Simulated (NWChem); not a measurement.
TeCl3 cation; SMILES Cl[Te+](Cl)Cl

```xyz
4

Te     0.0000     0.0000     0.5351
Cl     1.6912    -1.1170    -0.5456
Cl    -1.8129    -0.9061    -0.5456
Cl     0.1217     2.0231    -0.5456
```
Atoms are numbered in this order, from 1.

Results from NWChem. The geometry was optimised at PBE0/def2-SVP (def2 core potentials past Kr).

For level Hartree-Fock/3-21G, non-relativistic:

- highest occupied level (eV) = -17.89
- orbital gap (eV) = 11.69

Problem. How do the values read with level Hartree-Fock/STO-3G, non-relativistic instead?

Solution. highest occupied level (eV): -16.40
orbital gap (eV): 12.54
